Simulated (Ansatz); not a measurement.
Ansatz (a first-principles code) input for CH5BrFNSi, SMILES F[Si](N)(Br)C, PBE-D3(BJ)/def2-SVP. 

Ansatz 0.2 input:
```yaml
crystal:
  periodic: [false, false, false]
  atoms:
    - {symbol: C, position_ang: [1.94254032, 0.89386327, 0.82209769]}
    - {symbol: Si, position_ang: [0.29719512, -0.02673361, 0.76116163]}
    - {symbol: N, position_ang: [-0.98671528, 0.41493748, 1.79423759]}
    - {symbol: F, position_ang: [0.57807815, -1.57183276, 1.09636067]}
    - {symbol: Br, position_ang: [-0.52803190, 0.04529914, -1.28350305]}
    - {symbol: H, position_ang: [1.82388914, 1.94399560, 0.56896082]}
    - {symbol: H, position_ang: [2.65695190, 0.46811264, 0.12186814]}
    - {symbol: H, position_ang: [2.38257588, 0.83872899, 1.81425158]}
    - {symbol: H, position_ang: [-0.96576612, 0.17106827, 2.76871331]}
    - {symbol: H, position_ang: [-1.52820432, 1.24564802, 1.63305486]}
basis:
  gaussian:
    orbitals: def2-SVP
hamiltonian:
  xc: pbe
  dispersion: d3bj
relax: {f_tol: 0.002, max_steps: 200}
```

Output:

```
[...]
integrals: 0.07 GiB planned
1309 factors; their error is unknown
mean field: 0.34 GiB planned
mean field -83217.99286815 eV, -3058.2048307232 hartree, gradient 9.9e-6 eV, S^2 0.000000; 0 other end points of the search recorded, 0 dependent functions left out
the calculation of the forces begins
reference -83217.99290373 eV, -3058.2048320306 hartree; 38, 38 occupied and 79, 79 virtual orbitals, 1309 factors
relax step   9: F+E_penalty+E_count = -83218.22697325 eV  Δ(F+E_penalty+E_count) = -8.871e-3 eV  max|allowed force component| = 3.110e-1 eV/Å  Δτ_max = 0.1000 Å  (28 SCF iters, accepted)
these checks for a lower state are left out or cut short: starts, cluster_reference, orbital_swaps, neighbouring_geometries, increment
integrals: 0.07 GiB planned
1309 factors; their error is unknown
mean field: 0.34 GiB planned
mean field -83217.98931193 eV, -3058.2047000342 hartree, gradient 1.8e-5 eV, S^2 0.000000; 0 other end points of the search recorded, 0 dependent functions left out
the calculation of the forces begins
reference -83217.98934768 eV, -3058.2047013483 hartree; 38, 38 occupied and 79, 79 virtual orbitals, 1309 factors
relax step  10: F+E_penalty+E_count = -83218.22378017 eV  Δ(F+E_penalty+E_count) = +3.193e-3 eV  max|allowed force component| = 1.264e0 eV/Å  Δτ_max = 0.1471 Å  (27 SCF iters, rejected (line search))
these checks for a lower state are left out or cut short: starts, cluster_reference, orbital_swaps, neighbouring_geometries, increment
integrals: 0.07 GiB planned
1309 factors; their error is unknown
mean field: 0.34 GiB planned
mean field -83218.00066313 eV, -3058.2051171834 hartree, gradient 7.2e-6 eV, S^2 0.000000; 0 other end points of the search recorded, 0 dependent functions left out
the calculation of the forces begins
reference -83218.00069874 eV, -3058.2051184920 hartree; 38, 38 occupied and 79, 79 virtual orbitals, 1309 factors
relax step  11: F+E_penalty+E_count = -83218.23499386 eV  Δ(F+E_penalty+E_count) = -8.021e-3 eV  max|allowed force component| = 2.135e-1 eV/Å  Δτ_max = 0.0735 Å  (28 SCF iters, accepted)
these checks for a lower state are left out or cut short: starts, cluster_reference, orbital_swaps, neighbouring_geometries, increment
integrals: 0.07 GiB planned
1309 factors; their error is unknown
mean field: 0.34 GiB planned
mean field -83218.01317536 eV, -3058.2055769993 hartree, gradient 2.7e-5 eV, S^2 0.000000; 0 other end points of the search recorded, 0 dependent functions left out
the calculation of the forces begins
reference -83218.01321102 eV, -3058.2055783098 hartree; 38, 38 occupied and 79, 79 virtual orbitals, 1309 factors
relax step  12: F+E_penalty+E_count = -83218.24784060 eV  Δ(F+E_penalty+E_count) = -1.285e-2 eV  max|allowed force component| = 3.665e-1 eV/Å  Δτ_max = 0.0722 Å  (28 SCF iters, accepted)
these checks for a lower state are left out or cut short: starts, cluster_reference, orbital_swaps, neighbouring_geometries, increment
integrals: 0.07 GiB planned
1309 factors; their error is unknown
mean field: 0.34 GiB planned
mean field evaluation 96: about -83218.0569 eV, gradient 4.6e0 eV
mean field -83218.02513199 eV, -3058.2060163974 hartree, gradient 1.0e-5 eV, S^2 0.000000; 0 other end points of the search recorded, 0 dependent functions left out
the calculation of the forces begins
reference -83218.02516773 eV, -3058.2060177105 hartree; 38, 38 occupied and 79, 79 virtual orbitals, 1309 factors
relax step  13: F+E_penalty+E_count = -83218.26002297 eV  Δ(F+E_penalty+E_count) = -1.218e-2 eV  max|allowed force component| = 1.618e-1 eV/Å  Δτ_max = 0.1125 Å  (29 SCF iters, accepted)
these checks for a lower state are left out or cut short: starts, cluster_reference, orbital_swaps, neighbouring_geometries, increment
integrals: 0.07 GiB planned
1309 factors; their error is unknown
mean field: 0.34 GiB planned
mean field -83218.03390655 eV, -3058.2063388564 hartree, gradient 2.2e-5 eV, S^2 0.000000; 0 other end points of the search recorded, 0 dependent functions left out
the calculation of the forces begins
reference -83218.03394203 eV, -3058.2063401601 hartree; 38, 38 occupied and 79, 79 virtual orbitals, 1309 factors
relax step  14: F+E_penalty+E_count = -83218.26883957 eV  Δ(F+E_penalty+E_count) = -8.817e-3 eV  max|allowed force component| = 2.351e-1 eV/Å  Δτ_max = 0.1688 Å  (27 SCF iters, accepted)
these checks for a lower state are left out or cut short: starts, cluster_reference, orbital_swaps, neighbouring_geometries, increment
integrals: 0.07 GiB planned
1309 factors; their error is unknown
mean field: 0.34 GiB planned
mean field -83218.03539383 eV, -3058.2063935129 hartree, gradient 1.9e-5 eV, S^2 0.000000; 0 other end points of the search recorded, 0 dependent functions left out
the calculation of the forces begins
reference -83218.03542946 eV, -3058.2063948223 hartree; 38, 38 occupied and 79, 79 virtual orbitals, 1309 factors
relax step  15: F+E_penalty+E_count = -83218.27034114 eV  Δ(F+E_penalty+E_count) = -1.502e-3 eV  max|allowed force component| = 2.358e-1 eV/Å  Δτ_max = 0.1594 Å  (28 SCF iters, accepted)
these checks for a lower state are left out or cut short: starts, cluster_reference, orbital_swaps, neighbouring_geometries, increment
integrals: 0.07 GiB planned
1309 factors; their error is unknown
mean field: 0.34 GiB planned
mean field -83218.02942717 eV, -3058.2061742421 hartree, gradient 9.8e-6 eV, S^2 0.000000; 0 other end points of the search recorded, 0 dependent functions left out
the calculation of the forces begins
reference -83218.02946274 eV, -3058.2061755496 hartree; 38, 38 occupied and 79, 79 virtual orbitals, 1309 factors
relax step  16: F+E_penalty+E_count = -83218.26341501 eV  Δ(F+E_penalty+E_count) = +6.926e-3 eV  max|allowed force component| = 3.532e-1 eV/Å  Δτ_max = 0.0800 Å  (30 SCF iters, rejected (line search))
these checks for a lower state are left out or cut short: starts, cluster_reference, orbital_swaps, neighbouring_geometries, increment
integrals: 0.07 GiB planned
1309 factors; their error is unknown
mean field: 0.34 GiB planned
mean field evaluation 128: about -83218.0412 eV, gradient 8.2e-4 eV
mean field -83218.04121869 eV, -3058.2066075727 hartree, gradient 2.4e-5 eV, S^2 0.000000; 0 other end points of the search recorded, 0 dependent functions left out
the calculation of the forces begins
reference -83218.04125431 eV, -3058.2066088817 hartree; 38, 38 occupied and 79, 79 virtual orbitals, 1309 factors
relax step  17: F+E_penalty+E_count = -83218.27606995 eV  Δ(F+E_penalty+E_count) = -5.729e-3 eV  max|allowed force component| = 2.143e-2 eV/Å  Δτ_max = 0.0306 Å  (30 SCF iters, accepted)
these checks for a lower state are left out or cut short: starts, cluster_reference, orbital_swaps, neighbouring_geometries, increment
integrals: 0.07 GiB planned
1309 factors; their error is unknown
mean field: 0.34 GiB planned
mean field -83218.04135952 eV, -3058.2066127480 hartree, gradient 2.3e-5 eV, S^2 0.000000; 0 other end points of the search recorded, 0 dependent functions left out
the calculation of the forces begins
reference -83218.04139517 eV, -3058.2066140580 hartree; 38, 38 occupied and 79, 79 virtual orbitals, 1309 factors
relax step  18: F+E_penalty+E_count = -83218.27620365 eV  Δ(F+E_penalty+E_count) = -1.337e-4 eV  max|allowed force component| = 5.980e-3 eV/Å  Δτ_max = 0.0124 Å  (29 SCF iters, accepted)
these checks for a lower state are left out or cut short: starts, cluster_reference, orbital_swaps, neighbouring_geometries, increment
integrals: 0.07 GiB planned
1309 factors; their error is unknown
mean field: 0.34 GiB planned
mean field -83218.04139977 eV, -3058.2066142272 hartree, gradient 2.3e-5 eV, S^2 0.000000; 0 other end points of the search recorded, 0 dependent functions left out
the calculation of the forces begins
reference -83218.04143543 eV, -3058.2066155375 hartree; 38, 38 occupied and 79, 79 virtual orbitals, 1309 factors
relax step  19: F+E_penalty+E_count = -83218.27623094 eV  Δ(F+E_penalty+E_count) = -2.729e-5 eV  max|allowed force component| = 1.939e-2 eV/Å  Δτ_max = 0.0079 Å  (30 SCF iters, accepted)
these checks for a lower state are left out or cut short: starts, cluster_reference, orbital_swaps, neighbouring_geometries, increment
integrals: 0.07 GiB planned
1309 factors; their error is unknown
mean field: 0.34 GiB planned
mean field -83218.04143644 eV, -3058.2066155749 hartree, gradient 2.3e-5 eV, S^2 0.000000; 0 other end points of the search recorded, 0 dependent functions left out
the calculation of the forces begins
reference -83218.04147212 eV, -3058.2066168859 hartree; 38, 38 occupied and 79, 79 virtual orbitals, 1309 factors
relax step  20: F+E_penalty+E_count = -83218.27624626 eV  Δ(F+E_penalty+E_count) = -1.533e-5 eV  max|allowed force component| = 1.019e-2 eV/Å  Δτ_max = 0.0065 Å  (30 SCF iters, accepted)
these checks for a lower state are left out or cut short: starts, cluster_reference, orbital_swaps, neighbouring_geometries, increment
integrals: 0.07 GiB planned
1309 factors; their error is unknown
mean field: 0.34 GiB planned
mean field -83218.04143278 eV, -3058.2066154403 hartree, gradient 1.0e-5 eV, S^2 0.000000; 0 other end points of the search recorded, 0 dependent functions left out
the calculation of the forces begins
reference -83218.04146845 eV, -3058.2066167513 hartree; 38, 38 occupied and 79, 79 virtual orbitals, 1309 factors
relax step  21: F+E_penalty+E_count = -83218.27625028 eV  Δ(F+E_penalty+E_count) = -4.018e-6 eV  max|allowed force component| = 2.766e-3 eV/Å  Δτ_max = 0.0006 Å  (21 SCF iters, accepted)
these checks for a lower state are left out or cut short: starts, cluster_reference, orbital_swaps, neighbouring_geometries, increment
integrals: 0.07 GiB planned
1309 factors; their error is unknown
mean field: 0.34 GiB planned
mean field evaluation 160: about -83218.0414 eV, gradient 2.8e-5 eV
mean field -83218.04143167 eV, -3058.2066153996 hartree, gradient 5.6e-6 eV, S^2 0.000000; 0 other end points of the search recorded, 0 dependent functions left out
the calculation of the forces begins
reference -83218.04146735 eV, -3058.2066167105 hartree; 38, 38 occupied and 79, 79 virtual orbitals, 1309 factors
relax step  22: F+E_penalty+E_count = -83218.27625140 eV  Δ(F+E_penalty+E_count) = -1.124e-6 eV  max|allowed force component| = 1.663e-3 eV/Å  Δτ_max = 0.0009 Å  (21 SCF iters, accepted)
integrals: 0.07 GiB planned
1309 factors; their error is unknown
mean field: 0.34 GiB planned
mean field -83218.04143167 eV, -3058.2066153996 hartree, gradient 5.5e-6 eV, S^2 0.000000; 1 other end points of the search recorded, 0 dependent functions left out
the calculation of the forces begins
reference -83218.04146735 eV, -3058.2066167105 hartree; 38, 38 occupied and 79, 79 virtual orbitals, 1309 factors
Total energy: -83218.27628708 eV, -3058.2152461764 hartree
Atom 0 at     1.942341     0.844865     0.874641 Å, force    -0.000058    -0.000738    -0.000407 eV/Å
Atom 1 at     0.286351     0.010948     0.709014 Å, force    -0.001047     0.000423    -0.000071 eV/Å
Atom 2 at    -0.877817     0.672783     1.786746 Å, force     0.001663    -0.000478    -0.000655 eV/Å
Atom 3 at     0.525530    -1.603745     0.916369 Å, force     0.000139    -0.000142     0.000446 eV/Å
Atom 4 at    -0.552696     0.225352    -1.354349 Å, force    -0.000208     0.000279    -0.000476 eV/Å
Atom 5 at     1.862425     1.923060     0.636180 Å, force    -0.000143     0.000405     0.000192 eV/Å
Atom 6 at     2.677177     0.381544     0.187615 Å, force     0.000053    -0.000056     0.000013 eV/Å
Atom 7 at     2.327848     0.738891     1.909879 Å, force     0.000371     0.000226     0.000420 eV/Å
Atom 8 at    -0.648966     0.764792     2.779817 Å, force    -0.000380     0.000390     0.000726 eV/Å
Atom 9 at    -1.869680     0.464597     1.651291 Å, force    -0.000389    -0.000310    -0.000189 eV/Å
Dipole moment:     0.022898     0.271679     0.481428 e Å
```

The run converged.
